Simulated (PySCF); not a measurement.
C3H4, charge -1, doublet, at a GFN2-xTB geometry (a state made from the parent by changing its charge; the spin is typed, not shown lowest) (in this run its highest filled SCF level lies above zero, so its values depend strongly on the basis, on diffuse functions most of all). Base run: PySCF with PBE/6-31G.

Input for PySCF:
```python
from pyscf import gto, scf, dft

mol = gto.M(
    atom='''
C     1.24322362   -0.11733483    0.06798327
C    -0.00318420    0.40993186    0.09138401
C    -1.24156856   -0.09573677   -0.11548223
H     1.55199330   -1.00396287   -0.52298740
H     2.09459145    0.41698877    0.50205590
H    -2.10217797    0.55969452   -0.28432890
H    -1.53523195   -1.15388194    0.04195012
''',
    basis='6-31g',
    charge=-1,
    spin=1,
    verbose=4,
)

mf = dft.UKS(mol)
mf.xc = 'pbe'
mf.kernel()
mo_i, mo_e, stable_i, stable_e = mf.stability(internal=True, external=False, return_status=True, nroots=6, tol=1e-6)
print('internally stable:', stable_i, ' externally stable:', stable_e)
if not stable_i:
    umf = mf.copy()
    umf.scf_summary = {}
    umf.kernel(umf.make_rdm1(mo_i, mf.mo_occ))
```

The bond that is stretched is that between atoms 5 and 1. A test that says stable can miss a lower solution.

Each row names what was changed in the base input (with any setting that the change needs).

| change | ΔE vs base (mEh) | <S^2> | stability test says | outcome |
|---|---|---|---|---|
| base | 0.000 | 0.751 | internally stable (external not tested) | converged |
| bond × 1.25 | 22.130 | 0.752 | internally stable (external not tested) | converged |
| bond × 1.5 | 57.397 | 0.754 | internally stable (external not tested) | converged |
| bond × 1.8 | 87.745 | 0.756 | internally stable (external not tested) | converged |
| bond × 2.2 | 107.3 | 0.789 | internally stable (external not tested) | converged |
| bond × 3.0 | - | - | - | not converged |

On stretching, the SCF can end on different states; <S^2> shows the spin contamination of each.
